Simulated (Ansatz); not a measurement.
`S[SiH2][GaH2]` + H–F → `F[SiH2][GaH2]` + H₂S at 500 K and 1 bar (ligand exchange at the Si–S bond).

Gas-phase electronic energies from Ansatz, PBE0-D4/def2-TZVP geometries. CCSD(T)/CBS is the MP2 limit (def2-TZVPP, def2-QZVPP) plus CCSD(T) − MP2 in def2-TZVPP, frozen cores. This one scheme is used for every species. For Ga outer-core shells are correlated without core-valence functions, which leaves a few kJ/mol of doubt a bond. Scalar relativity is left out up to krypton. One conformer a species, not always the lowest.

```json
{"species": "`S[SiH2][GaH2]`", "CCSD(T)/CBS energy (Eh)": "-2613.80410", "H − E (kJ/mol)": "147.9", "S (J/(mol·K))": "411.1"}
{"species": "H–F", "CCSD(T)/CBS energy (Eh)": "-100.39570", "H − E (kJ/mol)": "39.4", "S (J/(mol·K))": "188.7"}
{"species": "`F[SiH2][GaH2]`", "CCSD(T)/CBS energy (Eh)": "-2315.24935", "H − E (kJ/mol)": "123.6", "S (J/(mol·K))": "374.0"}
{"species": "H₂S", "CCSD(T)/CBS energy (Eh)": "-398.97279", "H − E (kJ/mol)": "57.0", "S (J/(mol·K))": "224.0"}
```

H − E and S are ideal-gas, rigid-rotor, harmonic terms from PBE0-D4/def2-TZVP, for one conformer and one mirror image of each species. 1 Eh = 2625.50 kJ/mol, R = 8.31446 J/(mol·K).

By hand: ΔE, ΔH, ΔS and ΔG.

ΔE = (-2315.24935) + (-398.97279) − (-2613.80410) − (-100.39570) = -0.02234 Eh = -58.7 kJ/mol. Δ(H − E) = 123.6 + 57.0 − 147.9 − 39.4 = -6.7, so ΔH = -65.4 kJ/mol. ΔS = 374.0 + 224.0 − 411.1 − 188.7 = -1.8 J/(mol·K). ΔG = -65.4 − 500 × (-1.8)/1000 = -64.5 kJ/mol.

By hand: the equilibrium constant, and the temperature at which ΔG would vanish if ΔH and ΔS stayed fixed.

log₁₀ K = −ΔG/(RT ln 10) = 6.7. ΔG = 0 at ΔH/ΔS = 36333 K, far beyond where these terms or the molecules hold.

The number of gas molecules stays the same, so ΔS is small and ΔH decides. A doubt of 5 kJ/mol in ΔE shifts log₁₀ K by 0.5 here. Other conformers and mirror images would add mixing entropy, several J/(mol·K) or more a flexible species. Modes under 60 cm⁻¹, often nearly free rotors, make the harmonic entropy too high. These are equilibria of isolated gas molecules and say nothing of rates. Largest T1 diagnostic: 0.013 (customary marks: 0.02 for closed shells, 0.045 for open ones).
